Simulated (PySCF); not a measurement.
Working out the excitation energy of Al

Al [Ne] 3s2 3p1 (2P) → Al [Ne] 3s2 4s1 (2S). Computed with PySCF 2.14 in dyall-av2z (13s9p2d, 50 functions), with no relativity, point nucleus. Frozen: [Ne]; the 15 highest virtual orbitals dropped. Energies in hartree (1 hartree = 27.21139 eV):

| part | Al (lower) | Al (upper) |
| --- | --- | --- |
| UHF | -241.874174 | -241.762122 |
| CCSD correlation | -0.048421 | -0.045308 |
| (T) | -0.000826 | -0.000758 |

Task: What does Hartree-Fock give?

Result: (-241.762122) − (-241.874174) = 0.112052 hartree = 3.049 eV.

Task: What do CCSD and CCSD(T) give?

Result: The CCSD correlation energies differ by 0.003113 hartree = 0.085 eV and the triples by 0.000068 hartree = 0.002 eV, so CCSD gives 3.134 eV and CCSD(T) 3.136 eV.

Measured between the centres of the two terms (NIST): 3.133 eV, so CCSD(T) (valence) is off by 0.003 eV.

A double-zeta basis recovers only part of the correlation energy.

What remains against the reference includes basis incompleteness, the frozen core and higher excitations.
